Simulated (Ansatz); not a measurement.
C₂H₄FNSi (`FC1C=N[SiH2]1`). Total charge 0; spin multiplicity 1. Geometry: relaxed with PBE0-D4/def2-TZVP.

```xyz
9

F     1.637   -1.069   -0.648
C     0.774   -0.419    0.206
C     0.555    1.053   -0.077
N    -0.693    1.346   -0.110
Si   -1.121   -0.387   -0.056
H     1.116   -0.581    1.234
H     1.357    1.790   -0.208
H    -2.047   -0.822    1.023
H    -1.578   -0.912   -1.364
```

Task: What is the dipole moment at ωB97M-V/def2-TZVPP? (Estimate.)

Result: Ansatz gave: 1.33 D, with components (0.08, -0.78, 1.08) D in this frame, pointing from negative to positive charge.

Task: And with PBE, r2SCAN, B3LYP? (Estimate.)

Result: The calculation gave: PBE 1.26 D, r2SCAN 1.30 D, B3LYP 1.34 D.

Task: Give the Mulliken charges with ωB97M-V, r2SCAN, PBE in def2-TZVPP. (An estimate is asked.)

Result: Computed: 
| atom | ωB97M-V | r2SCAN | PBE |
| --- | --- | --- | --- |
| F1 | -0.22 | -0.23 | -0.19 |
| C2 | -0.02 | 0.06 | 0.05 |
| C3 | 0.06 | 0.13 | 0.02 |
| N4 | -0.33 | -0.37 | -0.25 |
| Si5 | 0.35 | 0.45 | 0.33 |
| H6 | 0.10 | 0.05 | 0.07 |
| H7 | 0.11 | 0.06 | 0.09 |
| H8 | -0.04 | -0.09 | -0.07 |
| H9 | -0.01 | -0.06 | -0.05 |

B3LYP here is the variant with VWN-RPA as its local correlation; programs differ in this.
